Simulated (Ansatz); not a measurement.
Consider the ligand exchange at the As–C bond: `[AsH2]CB1CC1` + `CN[SiH3]` → `CN([SiH3])[AsH2]` + `CB1CC1`.

Calculated with Ansatz (gas phase, PBE0-D4/def2-TZVP geometries, no zero-point term in ΔE). CCSD(T)/CBS is the MP2 limit (def2-TZVPP, def2-QZVPP) plus CCSD(T) − MP2 in def2-TZVPP, frozen cores. DFT in def2-TZVPP. For As outer-core shells are correlated without core-valence functions, which leaves a few kJ/mol of doubt a bond. Scalar relativity is left out up to krypton. Each species was taken in one conformer, which may not be the lowest.

```csv
level,ΔE (kJ/mol)
PBE-D4,22.9
ωB97X-V,14.5
ωB97M-V,17.2
SCS-MP2/def2-QZVPP,17.2
```

(1) What does CCSD(T)/CBS give? (Best estimate.)

Largest T1 diagnostic among the species: 0.011.

## Answers

(1) Computed: +20.0 kJ/mol. The listed levels differ from it by 2.9, -5.5, -2.8, -2.8 kJ/mol.

In def2-TZVPP, CCSD(T) changes the Hartree–Fock value by +8.8 kJ/mol (the triples alone add +1.1 kJ/mol) and MP2 by +9.7 kJ/mol.
